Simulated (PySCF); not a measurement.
B3LYP has the VWN-RPA correlation part, as in Gaussian. 

**C$_{2}$H$_{3}$NO, SMILES `C(#N)OC` (charge 0, multiplicity 1)**

Computed with PySCF 2.14.0 with B3LYP-D3(BJ)/def2-TZVP.

The HOMO is -8.30 eV and the dipole moment is 4.64 D. The HOMO–LUMO gap comes out as 8.41 eV and the LUMO is 0.11 eV. The total energy is -5660.96 eV. The cost is very roughly 24 core-seconds.

```xyz
7

C     -0.8413     0.1431    -0.0497
O      0.2670    -0.7237    -0.4255
C      1.4220    -0.3604     0.0069
N      2.4747    -0.0626     0.3792
H     -0.9269     0.1735     1.0352
H     -0.6746     1.1409    -0.4519
H     -1.7209    -0.3108    -0.4942
```
Charge 0, spin multiplicity 1.
